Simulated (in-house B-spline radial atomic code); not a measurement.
Radial electron density of neutral caesium, [Xe] 6s1. Method: Dirac-Kohn-Sham wB97X, spherical fractional occupations, Fermi nucleus of rms radius 4.8041 fm. Calculated with a radial B-spline atomic code at the basis-set limit.

Caution: exact exchange at fractional occupations of open shells leaves self-interaction of up to several eV.

Columns: r (bohr), 4πr²n(r) (electrons per bohr), bar.

```
0.000927    1.993 #
 0.00117    2.973 #
 0.00148     4.42 ##
 0.00187      6.5 ###
 0.00236    9.433 ####
 0.00299    13.58 ######
 0.00378    19.12 #########
 0.00477    26.26 ############
 0.00603    35.13 #################
 0.00762    45.33 #####################
 0.00963    55.93 ##########################
  0.0122    65.43 ###############################
  0.0154    71.55 ##################################
  0.0194    72.86 ##################################
  0.0245    69.58 #################################
   0.031    64.81 ###############################
  0.0392    64.27 ##############################
  0.0495    72.05 ##################################
  0.0626    85.35 ########################################
  0.0791    93.28 ############################################
  0.0999    86.91 #########################################
   0.126    72.48 ##################################
    0.16    67.66 ################################
   0.202    76.48 ####################################
   0.255    77.06 ####################################
   0.322    55.34 ##########################
   0.407    31.49 ###############
   0.514    27.53 #############
    0.65    31.48 ###############
   0.821    25.35 ############
    1.04    13.99 #######
    1.31    8.038 ####
    1.66    6.224 ###
    2.09    4.447 ##
    2.65    2.235 #
    3.34    0.846 
    4.22   0.3294 
    5.34    0.211 
    6.75   0.1497 
    8.52  0.08351 
    10.8  0.02585 
    13.6 0.004229 
    17.2 0.0003715 
    21.7 1.702e-05
```

On this grid the curve has 4 maxima, near 0.0194, 0.0791, 0.255, 0.65 bohr.

The 5p3/2 radial function P(r) = rR(r), positive near the nucleus, with its small component Q(r) (sign convention: Q ≈ (P' + κP/r)/2c):

```tsv
r (bohr)	P	Q
0.00187	0.001116	-0.000115
0.00299	0.002714	-0.0002773
0.00477	0.006449	-0.0006588
0.00762	0.01491	-0.001529
0.0122	0.03298	-0.003408
0.0194	0.06671	-0.007003
0.031	0.1192	-0.01297
0.0495	0.168	-0.02
0.0791	0.1399	-0.02255
0.126	-0.04268	-0.01276
0.202	-0.2471	0.006058
0.322	-0.07049	0.01175
0.514	0.3563	-0.001441
0.821	0.1388	-0.007395
1.31	-0.5861	-0.0001617
2.09	-0.7476	0.003525
3.34	-0.3455	0.001743
5.34	-0.06249	0.0002915
8.52	-0.003797	1.484e-05
```
